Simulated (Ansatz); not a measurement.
A run for Ansatz (an electronic-structure program): U-r2SCAN/def2-TZVPP on ClFGeH2 (SMILES [F][GeH2][Cl]), a point of a bond scan (R = 4.004 Å).

Ansatz 0.2 input:
```yaml
crystal:
  periodic: [false, false, false]
  atoms:
    - {symbol: Ge, position_ang: [-0.48721924, -0.28782149, 0.04175761]}
    - {symbol: F, position_ang: [-2.05861618, 3.39532753, 0.02470477]}
    - {symbol: Cl, position_ang: [1.64415390, -0.04137166, -0.10759465]}
    - {symbol: H, position_ang: [-0.82640627, -0.91124549, 1.39620161]}
    - {symbol: H, position_ang: [-0.99927659, -0.99707760, -1.21242615]}
basis:
  gaussian:
    orbitals: def2-TZVPP
hamiltonian:
  xc: {name: r2SCAN}
magnetization: {spin_polarized: true, initial_magnetization: 0}
```

Task: Predict the final total energy.

Result: -2638.1195 hartree. Its determinant has ⟨S²⟩ = 0.69, a mixture of spin states.

Task: How many basis functions does it have, and what does it roughly cost on one machine?

Result: 149 functions; about 50 core-seconds (a rough figure).
